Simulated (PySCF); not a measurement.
**Working out the ionisation energy of La⁺**

La⁺ [Xe] 5d2 (3F) → La²⁺ [Xe] 5d1 (2D). All numbers are calculated (PySCF 2.14, a scalar-relativistic core potential, in def2-SVP with the def2 core potential (46 electrons) (6s3p2d1f, 32 functions)). Frozen: nothing. Energies in hartree (1 hartree = 27.21139 eV):

```csv
part,La⁺ (lower),La²⁺ (upper)
UHF,-30.915035,-30.531404
MP2 opposite-spin,-0.067300,-0.060291
MP2 same-spin,-0.028199,-0.023257
```

Problem. What does Hartree-Fock give?

Solution. (-30.531404) − (-30.915035) = 0.383631 hartree = 10.439 eV.

Problem. What do MP2 and SCS-MP2 (6/5 opposite-spin, 1/3 same-spin) give?

Solution. The opposite-spin parts differ by 0.191 eV and the same-spin parts by 0.134 eV. MP2: 10.439 + (0.191) + (0.134) = 10.764 eV. SCS-MP2: 10.439 + 1.2 × (0.191) + (0.134)/3 = 10.713 eV.

Reference: 11.185 eV (measured; NIST Atomic Spectra Database, ionization energies), between the lowest levels; spin-orbit coupling is absent from the calculation.

A double-zeta basis recovers only part of the correlation energy.

What remains against the reference includes basis incompleteness and correlation beyond second order.
